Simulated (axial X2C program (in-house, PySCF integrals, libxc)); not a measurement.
**Ionising the radicals of a process plasma**

Computed with an in-house all-electron X2C program for linear molecules (integrals from PySCF), spin-free (one-electron X2C) or two-component (2c: spin–orbit coupling with atomic mean-field Coulomb and Gaunt terms, which also bring small scalar terms), in Dyall basis sets with cores contracted in-house; open shells are unrestricted.

Level PBE0, 2c. Basis sets: Al dyall-v3z, B dyall-v3z, C dyall-v3z, Cl dyall-av3z, F dyall-av3z, Ga dyall-cv3z, Ge dyall-cv3z, H dyall-v3z, Hf dyall-cv3z, In dyall-cv3z, O dyall-av3z, P dyall-v3z, S dyall-av3z, Se dyall-cv3z, Sn dyall-cv3z.

```
species                                        state                                   ion state  adiabatic IE with zero-point terms (eV)  D0 (eV)  D0 of the ion (eV)
    HfH  Ω = 3/2 (⟨Sz⟩ = -0.43, ⟨Lz⟩ = 1.93 at PBE0)   Ω = 1 (⟨Sz⟩ = -0.97, ⟨Lz⟩ = 1.97 at PBE0)                                     6.68      n/a                 n/a
    InH                         Ω = 0 (closed shell)  Ω = 1/2 (⟨Sz⟩ = 0.50, ⟨Lz⟩ = 0.00 at PBE0)                                     7.91      n/a                0.27
    GeP   Ω = 3/2 (⟨Sz⟩ = 0.50, ⟨Lz⟩ = 1.00 at PBE0)    Ω = 1 (⟨Sz⟩ = 1.00, ⟨Lz⟩ = 0.00 at PBE0)                                     8.43      n/a                 n/a
   SnSe                         Ω = 0 (closed shell)  Ω = 3/2 (⟨Sz⟩ = 0.50, ⟨Lz⟩ = 1.00 at PBE0)                                     8.74      n/a                 n/a
    AlS   Ω = 1/2 (⟨Sz⟩ = 0.50, ⟨Lz⟩ = 0.00 at PBE0)    Ω = 2 (⟨Sz⟩ = 1.00, ⟨Lz⟩ = 1.00 at PBE0)                                     9.11     4.10                 n/a
   GaCl                         Ω = 0 (closed shell)  Ω = 1/2 (⟨Sz⟩ = 0.50, ⟨Lz⟩ = 0.00 at PBE0)                                     9.82      n/a                0.93
     SF   Ω = 3/2 (⟨Sz⟩ = 0.50, ⟨Lz⟩ = 1.00 at PBE0)    Ω = 1 (⟨Sz⟩ = 1.00, ⟨Lz⟩ = 0.00 at PBE0)                                    10.04     3.49                 n/a
     BC   Ω = 3/2 (⟨Sz⟩ = 1.50, ⟨Lz⟩ = 0.00 at PBE0)    Ω = 2 (⟨Sz⟩ = 2.00, ⟨Lz⟩ = 0.00 at PBE0)                                    10.48     4.63                 n/a
     BO   Ω = 1/2 (⟨Sz⟩ = 0.50, ⟨Lz⟩ = 0.00 at PBE0)    Ω = 2 (⟨Sz⟩ = 1.00, ⟨Lz⟩ = 1.00 at PBE0)                                    13.53     8.33                 n/a
```

Problem. Which of these can a metastable argon atom (³P2, 11.55 eV, NIST) ionise on energy grounds?

Solution. At PBE0, 2c, IE lies below 11.55 eV for HfH, InH, GeP, SnSe, AlS, GaCl, SF, BC.

Problem. Which of these can a metastable xenon atom (³P2, 8.32 eV, NIST) ionise on energy grounds?

Solution. At PBE0, 2c, IE lies below 8.32 eV for HfH, InH. Within the error of the method (some tenths of an eV) the answer is open for GeP.

Problem. Give the threshold for dissociative ionisation to the lowest fragments, IE + D0(ion).

Solution. At PBE0, 2c: InH → In+ + H: 8.18 eV; GaCl → Ga+ + Cl: 10.75 eV.

Each entry is the lowest single determinant of a limited PBE0 search at one distance. De goes to single-determinant-based atoms at the same level (for ions the charge split of lowest energy) and is withheld (n/a) where an atom does not fit its ground term or J level. Main or longest-lived isotopes. One determinant is a doubtful description, or other states lie close, for HfH, HfH⁺, GeP, GeP⁺, SnSe⁺, AlS⁺, SF⁺, BC, BC⁺, BO⁺; these need not be ground states, and all values refer to the states named. Some open-shell Ω = 0 determinants are out of reach, so the Ω given for GeP⁺, AlS⁺, SF⁺, BC⁺, BO⁺ need not be the lowest component. With several unpaired electrons the Ω given is that of one determinant, not necessarily of the lowest component. Some light 2c atoms are not at their ground J level, so De misses part of their lowering (0.04 eV or less). The functionals have no current term, which raises determinants with orbital currents. These values were not checked against measured ones; errors of some tenths of an eV are usual, and D0 of doubtful transition-metal species is not given.
